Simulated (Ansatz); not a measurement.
```yaml
crystal:
  periodic: [false, false, false]
  atoms:
    - {symbol: B, position_ang: [0.042819, -0.216513, 1.634720]}
    - {symbol: N, position_ang: [0.324847, -0.401819, 0.290684]}
    - {symbol: C, position_ang: [1.258705, -1.409044, -0.165291]}
    - {symbol: C, position_ang: [-0.241112, 0.342989, -0.823162]}
    - {symbol: C, position_ang: [-1.224090, 1.427390, -0.453113]}
    - {symbol: H, position_ang: [-0.730996, 0.619999, 1.989927]}
    - {symbol: H, position_ang: [0.599854, -0.920353, 2.428166]}
    - {symbol: H, position_ang: [2.086154, -0.951255, -0.719853]}
    - {symbol: H, position_ang: [1.664220, -1.950809, 0.686808]}
    - {symbol: H, position_ang: [0.766108, -2.122532, -0.836173]}
    - {symbol: H, position_ang: [-0.724615, -0.373738, -1.501138]}
    - {symbol: H, position_ang: [0.588299, 0.780823, -1.395365]}
    - {symbol: H, position_ang: [-1.575637, 1.914444, -1.365326]}
    - {symbol: H, position_ang: [-0.766427, 2.185544, 0.184337]}
    - {symbol: H, position_ang: [-2.090027, 1.024172, 0.074180]}
basis:
  gaussian: {orbitals: aug-cc-pVDZ, final_grid: {core_spheres: 20, valence_spheres: 16, degree: 47}, point_charges: [{charge: 2.00, position_ang: [4.661, -0.639, 0.457]}]}
hamiltonian: {xc: {name: B3LYP-D3}, dispersion: d3bjatm}
output: {forces: true}
```

```sh
$ ansatz run in.yaml --threads 4 --pin off --events-out ev --progress --plain --max-ram 10444MiB
```

Task: How does Ansatz answer? (An estimate is asked.)

Result: The calculation gave: The program refused the input.
```
Error: YAML parse error: error: line 21 column 19: hamiltonian.xc: no functional is named "B3LYP-D3"; the names, which are not case-sensitive, are SVWN5, SPW92, PBE, PBE0, PBEsol, revPBE, revPBE0, RPBE, rPW86-PBE, HSE06, wPBEh, LC-wPBE, HISS, HF, BLYP, B3LYP, B3LYP5, BHLYP, CAM-B3LYP, r2SCAN, r2SCANh, r2SCAN0, r2SCAN50, m-r2SCAN, B97, wB97, wB97X, wB97X-V, B97M-V, wB97M-V, B2PLYP, B2GP-PLYP, PBE0-DH, PBE-QIDH
19 | basis:
20 |   gaussian: {orbitals: aug-cc-pVDZ, final_grid: {core_spheres: 20, valence_spheres:…
21 | hamiltonian: {xc: {name: B3LYP-D3}, dispersion: d3bjatm}
22 | output: {forces: true}
```

HSE06 is defined as in plane-wave codes.
